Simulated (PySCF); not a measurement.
isocyanic acid (CHNO), singlet, at a GFN2-xTB geometry, with bond 4-1 at 2.0 times its length; R2SCAN/def2-SVP (PySCF).

PySCF was given this input:
```python
from pyscf import gto, scf, dft

mol = gto.M(
    atom='''
N    -1.09019945    0.19550444    0.26322046
C     0.04813358   -0.04939770    0.01378604
O     1.14545157   -0.10550804   -0.33882666
H    -2.55183629   -0.65166556    1.30748704
''',
    basis='def2-svp',
    verbose=4,
)

mf = dft.RKS(mol)
mf.xc = 'r2scan'
mf.DIIS = scf.ADIIS
mf.kernel()
mf.analyze()
```

What the program printed (banner, timings and long lists left out):

```
PySCF version 2.14.0

[INPUT] verbose = 4
[INPUT] num. atoms = 4
[INPUT] num. electrons = 22
[INPUT] charge = 0
[INPUT] spin (= nelec alpha-beta = 2S) = 0
[INPUT] symmetry False subgroup None
[INPUT] Mole.unit = angstrom
[INPUT] Symbol           X                Y                Z      unit          X                Y                Z       unit  Magmom
[INPUT]  1 N     -1.090199450000   0.195504440000   0.263220460000 AA   -2.060178381651   0.369449847736   0.497414579782 Bohr   0.0
[INPUT]  2 C      0.048133580000  -0.049397700000   0.013786040000 AA    0.090959283595  -0.093348124183   0.026051839942 Bohr   0.0
[INPUT]  3 O      1.145451570000  -0.105508040000  -0.338826660000 AA    2.164589756253  -0.199381299540  -0.640289591101 Bohr   0.0
[INPUT]  4 H     -2.551836290000  -0.651665560000   1.307487040000 AA   -4.822271702826  -1.231469433211   2.470792417018 Bohr   0.0

nuclear repulsion = 57.3408262099456
number of shells = 21
number of NR pGTOs = 79
number of NR cGTOs = 47
basis = def2-svp
ecp = {}

******** <class 'pyscf.dft.rks.RKS'> ********
method = RKS
initial guess = minao
damping factor = 0
level_shift factor = 0
DIIS = <class 'pyscf.scf.diis.ADIIS'>
diis_start_cycle = 1
diis_space = 8
diis_damp = 0
SCF conv_tol = 1e-09
SCF conv_tol_grad = None
SCF max_cycles = 50
direct_scf = True
direct_scf_tol = 1e-13
XC library pyscf.dft.libxc version 7.1.2
    S. Lehtola, C. Steigemann, M. J. T. Oliveira, and M. A. L. Marques,  SoftwareX 7, 1–5 (2018)
XC functionals = r2scan
    J. W. Furness, A. D. Kaplan, J. Ning, J. P. Perdew, and J. Sun,  J. Phys. Chem. Lett. 11, 8208–8215 (2020)
    J. W. Furness, A. D. Kaplan, J. Ning, J. P. Perdew, and J. Sun,  J. Phys. Chem. Lett. 11, 9248–9248 (2020)
    J. W. Furness, A. D. Kaplan, J. Ning, J. P. Perdew, and J. Sun,  J. Phys. Chem. Lett. 11, 8208–8215 (2020)
    J. W. Furness, A. D. Kaplan, J. Ning, J. P. Perdew, and J. Sun,  J. Phys. Chem. Lett. 11, 9248–9248 (2020)
radial grids:
    Treutler-Ahlrichs [JCP 102, 346 (1995); DOI:10.1063/1.469408] (M4) radial grids

becke partition: Becke, JCP 88, 2547 (1988); DOI:10.1063/1.454033
pruning grids: <function nwchem_prune>
grids dens level: 3
symmetrized grids: False
atomic radii adjust function: <function treutler_atomic_radii_adjust>
small_rho_cutoff = 0
Set gradient conv threshold to 3.16228e-05
Initial guess from minao.
tot grids = 51912
init E= -168.713162924283
  HOMO = -0.328945878447665  LUMO = -0.178897556599412  gap/eV = 4.08302
cycle= 1 E= -168.100918514693  delta_E= 0.612  |g|= 0.777  |ddm|= 2.42
  HOMO = -0.0720845055532755  LUMO = -0.0691976335318824  gap/eV = 0.07856
cycle= 2 E= -166.886431519817  delta_E= 1.21  |g|= 2.03  |ddm|= 2.43
  HOMO = -0.187972665841585  LUMO = -0.167313908608665  gap/eV = 0.56215
cycle= 3 E= -168.081112882494  delta_E= -1.19  |g|= 0.768  |ddm|= 1.63
  HOMO = -0.258563882386902  LUMO = -0.206480910266653  gap/eV = 1.41725
cycle= 4 E= -168.168513158511  delta_E= -0.0874  |g|= 0.755  |ddm|= 1.02
  HOMO = -0.260860659891916  LUMO = -0.200449544453907  gap/eV = 1.64387
cycle= 5 E= -168.275306187898  delta_E= -0.107  |g|= 0.235  |ddm|= 0.646
  HOMO = -0.250484273625013  LUMO = -0.228371952563091  gap/eV = 0.60171
cycle= 6 E= -168.163758010622  delta_E= 0.112  |g|= 0.556  |ddm|= 0.951
  HOMO = -0.265600613172788  LUMO = -0.22296514713977  gap/eV = 1.16017
cycle= 7 E= -168.276311724004  delta_E= -0.113  |g|= 0.279  |ddm|= 0.612
  HOMO = -0.251047714910498  LUMO = -0.22034505544897  gap/eV = 0.83546
cycle= 8 E= -168.266688440787  delta_E= 0.00962  |g|= 0.239  |ddm|= 0.34
  HOMO = -0.264114138059581  LUMO = -0.221102855032748  gap/eV = 1.17040
cycle= 9 E= -168.293486369643  delta_E= -0.0268  |g|= 0.0168  |ddm|= 0.291
  HOMO = -0.267525150675844  LUMO = -0.218231322327906  gap/eV = 1.34135
cycle= 10 E= -168.290962063188  delta_E= 0.00252  |g|= 0.0747  |ddm|= 0.132
  HOMO = -0.265191629222068  LUMO = -0.219570684454962  gap/eV = 1.24141
cycle= 11 E= -168.293237784232  delta_E= -0.00228  |g|= 0.0287  |ddm|= 0.0681
  HOMO = -0.264498078913304  LUMO = -0.220428032595379  gap/eV = 1.19921
cycle= 12 E= -168.293603503108  delta_E= -0.000366  |g|= 0.0054  |ddm|= 0.0336
  HOMO = -0.264254133467188  LUMO = -0.220878128886915  gap/eV = 1.18032
cycle= 13 E= -168.293598576164  delta_E= 4.93e-06  |g|= 0.00588  |ddm|= 0.016
  HOMO = -0.264635010009048  LUMO = -0.220754803420824  gap/eV = 1.19404
cycle= 14 E= -168.293613817937  delta_E= -1.52e-05  |g|= 0.00297  |ddm|= 0.00994
  HOMO = -0.264173936261779  LUMO = -0.220596953448968  gap/eV = 1.18579
cycle= 15 E= -168.293607972427  delta_E= 5.85e-06  |g|= 0.00533  |ddm|= 0.00679
  HOMO = -0.264386049527727  LUMO = -0.220661344508957  gap/eV = 1.18981
cycle= 16 E= -168.293615724845  delta_E= -7.75e-06  |g|= 0.00135  |ddm|= 0.00348
  HOMO = -0.264526112496818  LUMO = -0.22066658726798  gap/eV = 1.19348
cycle= 17 E= -168.293615321134  delta_E= 4.04e-07  |g|= 0.00169  |ddm|= 0.00275
  HOMO = -0.264490161325915  LUMO = -0.220722097085882  gap/eV = 1.19099
cycle= 18 E= -168.293615829885  delta_E= -5.09e-07  |g|= 0.00123  |ddm|= 0.00242
  HOMO = -0.264463518885542  LUMO = -0.220678762065736  gap/eV = 1.19144
cycle= 19 E= -168.293616178254  delta_E= -3.48e-07  |g|= 0.000298  |ddm|= 0.0012
  HOMO = -0.264439076217856  LUMO = -0.220699881340694  gap/eV = 1.19020
cycle= 20 E= -168.293615998883  delta_E= 1.79e-07  |g|= 0.000797  |ddm|= 0.00112
  HOMO = -0.264470391007553  LUMO = -0.220692791132492  gap/eV = 1.19125
cycle= 21 E= -168.29361616219  delta_E= -1.63e-07  |g|= 0.000411  |ddm|= 0.000757
  HOMO = -0.264443085237967  LUMO = -0.220688255606292  gap/eV = 1.19063
cycle= 22 E= -168.293616157011  delta_E= 5.18e-09  |g|= 0.000306  |ddm|= 0.000468
  HOMO = -0.264460248927668  LUMO = -0.220685481888607  gap/eV = 1.19117
cycle= 23 E= -168.293616199847  delta_E= -4.28e-08  |g|= 6.32e-05  |ddm|= 0.000379
  HOMO = -0.264467229151377  LUMO = -0.22067920515648  gap/eV = 1.19153
cycle= 24 E= -168.29361617989  delta_E= 2e-08  |g|= 0.000263  |ddm|= 0.00033
  HOMO = -0.264462536651316  LUMO = -0.220683173502988  gap/eV = 1.19130
cycle= 25 E= -168.293616198955  delta_E= -1.91e-08  |g|= 8.64e-05  |ddm|= 0.000202
  HOMO = -0.264461278979011  LUMO = -0.220684563838474  gap/eV = 1.19123
cycle= 26 E= -168.293616200836  delta_E= -1.88e-09  |g|= 4.37e-06  |ddm|= 7.4e-05
  HOMO = -0.264463050085062  LUMO = -0.220684343695114  gap/eV = 1.19128
cycle= 27 E= -168.293616200466  delta_E= 3.7e-10  |g|= 2.82e-05  |ddm|= 3.76e-05
  HOMO = -0.264452407531193  LUMO = -0.220686440345901  gap/eV = 1.19093
Extra cycle  E= -168.293616190346  delta_E= 1.01e-08  |g|= 0.000147  |ddm|= 0.000244
SCF not converged.
SCF energy = -168.293616190346
**** SCF Summaries ****
Total Energy =                        -168.293616190346199
Nuclear Repulsion Energy =              57.340826209945604
One-electron Energy =                 -342.353933164113073
Two-electron Energy =                  116.719490763821298
Two-electron Coulomb Energy =          137.706101464680074
DFT Exchange-Correlation Energy =      -20.986610700858773
HOMO-LUMO gap [eV] =                     1.190932627617643
**** MO energy ****
MO #1   energy= -19.0174534618313  occ= 2
MO #2   energy= -14.2109250665937  occ= 2
MO #3   energy= -10.1680716884841  occ= 2
MO #4   energy= -1.07149887884368  occ= 2
MO #5   energy= -0.880280629353464 occ= 2
MO #6   energy= -0.47483746719926  occ= 2
MO #7   energy= -0.439652104704185 occ= 2
MO #8   energy= -0.431972065505519 occ= 2
MO #9   energy= -0.398271881208569 occ= 2
MO #10  energy= -0.282736796891102 occ= 2
MO #11  energy= -0.264452407531193 occ= 2
MO #12  energy= -0.220686440345901 occ= 0
MO #13  energy= 0.0351861195721739 occ= 0
MO #14  energy= 0.0647666780297969 occ= 0
MO #15  energy= 0.146839855682281  occ= 0
MO #16  energy= 0.381718123964181  occ= 0
MO #17  energy= 0.441347032953413  occ= 0
MO #18  energy= 0.473051613669954  occ= 0
MO #19  energy= 0.496915758255033  occ= 0
 ** Mulliken pop on meta-lowdin orthogonal AOs  **
 ** Mulliken pop  **
 ** Mulliken atomic charges  **
charge of    0N =     -0.34534
charge of    1C =      0.41607
charge of    2O =     -0.29130
charge of    3H =      0.22057
Dipole moment(X, Y, Z, Debye): -1.95791, -1.29184,  1.49669
```

The run did not converge; its last values are not results.
